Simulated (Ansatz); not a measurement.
Relaxation of BH3NOS (7 atoms, charge -1, multiplicity 1), to a largest force component of 0.02 eV/Å in at most 40 steps.

Theory: RKS revPBE/def2-SVP (Ansatz 0.2.0).

```xyz
7
Properties=species:S:1:pos:R:3
N -0.553 0.975 0.068
B -0.035 -0.373 0.001
O 1.353 -0.431 0.283
S -1.019 -1.769 -0.355
H 0.080 1.758 0.045
H -1.453 1.187 -0.328
H 1.628 -1.347 0.286
```

Task: Where does it end, and by what steps?

Result: The forces met the threshold. Limits of this set-up: an anion without diffuse functions. After 6 steps the energy has fallen by 0.104 eV; N1 moved furthest, 0.10 Å.

| step | energy less start (eV) | largest force component (eV/Å) | accepted |
| --- | --- | --- | --- |
| 0 | 0.0000 | 1.130 | yes |
| 1 | -0.0697 | 0.454 | yes |
| 2 | -0.0890 | 0.310 | yes |
| 3 | -0.0849 | 0.442 | no |
| 4 | -0.1016 | 0.104 | yes |
| 5 | -0.1024 | 0.045 | yes |
| 6 | -0.1039 | 0.016 | yes |

```xyz
7
Properties=species:S:1:pos:R:3
N -0.566 1.015 0.164
B -0.029 -0.357 0.041
O 1.376 -0.413 0.332
S -0.980 -1.812 -0.385
H 0.093 1.776 -0.036
H -1.441 1.161 -0.343
H 1.548 -1.369 0.229
```

Whether the end is a true minimum wasn't checked by a vibrational analysis.

Run time: 11 s on 1 thread of Arm Neoverse V1 (shared host), peak memory 0.13 GiB.
